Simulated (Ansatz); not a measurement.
Cost and result for the atomization energy of `OC([SiH3])BF` (11 atoms, 10 bonds).

```xyz
11

O    -1.587   -0.030    0.791
C    -0.180   -0.058    0.627
Si    0.286   -0.715   -1.109
B     0.494    1.326    0.779
F    -0.220    2.435    0.843
H    -1.941   -0.905    0.609
H     0.319   -0.748    1.331
H    -0.512   -1.958   -1.305
H    -0.083    0.262   -2.165
H     1.734   -1.035   -1.197
H     1.691    1.425    0.795
```

Charge 0, multiplicity 1. The structure was optimised at the PBE0-D4/def2-TZVP level. It is one conformer, not always the lowest. Program: Ansatz. All runs use 4 threads of an Arm Neoverse V1 on a shared host. Times are those of one run each, without the atoms' runs, and a repeat can differ threefold. Electronic energies, without spin–orbit coupling; frozen cores. CCSD(T)/CBS adds CCSD(T) − MP2 in def2-TZVPP to the MP2 limit, and its time is that of the two runs behind it. T1 = 0.013. B3LYP takes the VWN-RPA correlation (the form of Gaussian; ORCA's B3LYP/G).

CCSD(T)/CBS is a level of theory with its own doubt, some kJ/mol a heavy atom from the limit and from the frozen cores, so smaller differences don't rank the functionals.

```
                             level  functions  wall time  atomization (kcal/mol)  difference from CCSD(T)/CBS  per bond
   PBE-D4/def2-TZVPP (with forces)        250      2.3 s                   967.4                         14.9       1.5
                PBE0-D4/def2-TZVPP        250      2.6 s                   950.6                         -1.9      -0.2
 B3LYP-D4/def2-TZVPP (with forces)        250      3.9 s                   952.9                          0.4       0.0
r2SCAN-D4/def2-TZVPP (with forces)        250      4.1 s                   957.0                          4.5       0.4
                 B2PLYP/def2-TZVPP        250      4.5 s                   943.5                         -9.0      -0.9
                ωB97X-V/def2-TZVPP        250        7 s                   956.5                          4.0       0.4
  ωB97M-V/def2-TZVPP (with forces)        250       10 s                   956.9                          4.4       0.4
                    MP2/def2-QZVPP        478       20 s                   959.7                          7.2       0.7
                CCSD(T)/def2-TZVPP        250    2.2 min                   928.8                        -23.7      -2.4
                 CCSD(T)/CBS(def2)          –    2.5 min                   952.5                          0.0       0.0
```

The D4 term adds +7.8 kcal/mol with B3LYP and +4.1 kcal/mol with PBE0; it sums over pairs of atoms, weighted by their polarisabilities, and B3LYP, whose exchange is more repulsive, gets the larger term. In def2-TZVPP, CCSD(T) changes the Hartree–Fock value by +221.5 kcal/mol (the triples alone add +12.6 kcal/mol) and MP2 by +238.3 kcal/mol; breaking electron pairs costs correlation energy, which Hartree–Fock lacks. From PBE to PBE0 (25 % exact exchange), in def2-TZVPP and without D4, the atomization energy moves by −16.0 kcal/mol: exact exchange takes away binding that semilocal exchange gives to molecules.
